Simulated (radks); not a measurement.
Excited configurations of In XXVII: one electron is placed in a higher orbital outside [Ar] 3d4. The ground configuration is [Ar] 3d5. All-electron calculation, scalar-relativistic Kohn-Sham, PBE, spin-unpolarised, spherical densities, finite nucleus; Fermi nuclear charge, rms radius 4.6156 fm. Program: a radial shooting solver on a logarithmic mesh with Libxc functionals. Excitation = E - E(ground); binding = E(ion) - E, where the ion is the core of charge +27; n* = 27/sqrt(2 binding) in atomic units. These energies are relativistic, and a one-electron ion of charge +27 with no core already has n* below n in this formula (scalar-relativistic equation, point nucleus: 5s 4.983, 6d 5.995, 6f 5.997, 7s 6.982, 7p 6.989, 7f 6.997). The quantum defect is therefore taken as that value minus n*, so that it holds no relativistic shift of the bare ion.

| outer orbital | excitation (eV) | binding (eV) | n* | quantum defect | eigenvalue (eV) | <r> (bohr) |
|---|---|---|---|---|---|---|
| 5s | 905.19 | 507.79 | 4.420 | 0.564 | -499.13 | 1.092 |
| 6d | 1108.3 | 304.66 | 5.706 | 0.289 | -299.27 | 1.705 |
| 6f | 1124.9 | 288.03 | 5.868 | 0.129 | -282.37 | 1.690 |
| 7s | 1172.0 | 241.01 | 6.415 | 0.567 | -237.10 | 2.293 |
| 7p | 1180.5 | 232.52 | 6.531 | 0.458 | -228.70 | 2.341 |
| 7f | 1202.1 | 210.89 | 6.858 | 0.139 | -207.12 | 2.393 |

The Delta-SCF ionisation energy is 1413.0 eV (NIST Atomic Spectra Database: 1413 eV, theoretical). Self-interaction in the functional shifts the binding energies and quantum defects, so they are the method's values and not measured ones. Spin polarisation and multiplet splitting are left out, so open shells lie too high by an amount that depends on their filling. Spin-orbit splitting is averaged out at the scalar-relativistic level.

Beside tabulated values, note that spin-unpolarised runs miss the spin-polarisation part of the exchange energy of open shells.
